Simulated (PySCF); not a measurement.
2H-pyran-5-one (C5H6O2), SMILES C1=CC(=O)COC1. Heavy atoms are numbered as in [O:1]=[C:2]1[CH:3]=[CH:4][CH2:5][O:6][CH2:7]1. Hydrogens are named by the atom that carries them.

Coordinates come from a B3LYP-D3(BJ)/def2-SVP optimisation. The values are those of a single conformer.

Calculation: KT2/pcSseg-1 (PySCF).

GIAO shieldings, no solvent; atoms alike by connectivity are averaged. δ = σ(ref) − σ: ¹⁷O against H2O (σ = 330.4 ppm); ¹³C against TMS (σ = 185.1 ppm); ¹H against TMS (σ = 31.47 ppm), references at their B3LYP-D3(BJ)/def2-TZVP geometries, non-relativistic.

**Question.** Estimate the chemical shifts. (Estimate from the structure and the level; the computed values follow.)

**Answer.** 
```
nucleus     atoms  count  δ (ppm)
-------  --------  -----  -------
¹⁷O            O1      1    606.3
¹⁷O            O6      1     43.7
¹³C            C2      1    184.3
¹³C       C4 (CH)      1    147.5
¹³C       C3 (CH)      1    127.3
¹³C      C7 (CH2)      1     77.5
¹³C      C5 (CH2)      1     70.4
¹H        H on C4      1     7.18
¹H        H on C3      1     6.23
¹H        H on C5      2     4.68
¹H        H on C7      2     4.39
```
